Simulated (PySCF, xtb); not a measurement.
CsF, SMILES [Cs][F].

GFN2-xTB (xtb) at its own geometry gives an orbital gap of 1.17 eV and a dipole moment of 8.74 D.

Geometry: PBE0-D3(BJ)/def2-TZVPD. The def2 effective core potentials stand for the cores of Cs; spin–orbit coupling is left out.

Problem. What does B3LYP/def2-TZVPD (PySCF) give? (The exact figures need the calculation; the answer reports its results.)

Solution. gap 5.18 eV (levels -6.28 and -1.10 eV), dipole 8.02 D.
